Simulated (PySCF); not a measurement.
**Simulated absorption spectrum**

C5H6FN.
SMILES: `Cn1ccc(F)c1`

Method used: TDDFT CAM-B3LYP/def2-SVPD, vertical, gas phase, core orbitals frozen in the response (PySCF). Geometry: GFN2-xTB; no solvent, vibrations or thermal averaging.

Computed states:

```json
{"state": "S1", "E (eV)": "6.02", "f": "0.0009"}
{"state": "S2", "E (eV)": "6.23", "f": "0.111"}
{"state": "S3", "E (eV)": "6.57", "f": "0.017"}
{"state": "S4", "E (eV)": "6.62", "f": "0.086"}
{"state": "S5", "E (eV)": "6.69", "f": "0.020"}
{"state": "S6", "E (eV)": "6.96", "f": "0.014"}
{"state": "S7", "E (eV)": "7.17", "f": "0.0010"}
{"state": "S8", "E (eV)": "7.33", "f": "0.011"}
```

Broadening: Gaussians 0.3 eV wide at half height, area fixed by f = 4.319×10⁻⁹ ∫ε dν̃. The width is an assumption, not a result. The curve ends short of the highest state used, and states not computed would add to its high-energy end.

Q: Give the broadened spectrum and its maxima.

A: 
(λ (nm), ε (L mol⁻¹ cm⁻¹)): (184.3, 7959), (186.0, 10198), (187.7, 10774), (189.3, 9680), (191.0, 7828), (192.6, 6740), (194.3, 7035), (195.9, 8356), (197.6, 9753), (199.3, 10040), (200.9, 8955), (202.6, 6807), (204.2, 4581), (205.9, 2622), (207.6, 1320), (209.2, 624), (210.9, 257), (212.5, 105), (214.2, 39), (215.9, 14), (217.5, 5), (219.2, 2), (220.8, 1), (222.5, 0)

Maxima: 199 nm (6.24 eV), ε about 10000, made up of S2 (98%); 187 nm (6.62 eV), ε about 11000, made up of S3 (13%), S4 (72%) and S5 (14%) (ε in L mol⁻¹ cm⁻¹; maxima over ε = 5, shares over 10%).

Q: What would ε be at 6.62 eV, the highest of these maxima, with half the width (0.15 eV)?

A: About 19700 L mol⁻¹ cm⁻¹ against 10800, a factor of about 1.8; a lone state at its own centre would give exactly 2.

Q: Does any computed singlet lie in the visible range?

A: No computed singlet lies in the visible range (380 to 750 nm); the lowest, at 206 nm, stands 2.76 eV above its violet end (3.26 eV).

Q: On this curve, what absorbance would a 10⁻⁴ mol/L sample give at 193 nm over a 1 cm path?

A: 193 nm is 6.424 eV, where ε is about 6700 L mol⁻¹ cm⁻¹, so A = ε c l ≈ 0.67 (Beer–Lambert, with the gas-phase spectrum and the assumed width).

On x86-64 server, one thread, no GPU, on a shared host, this took 34 s.
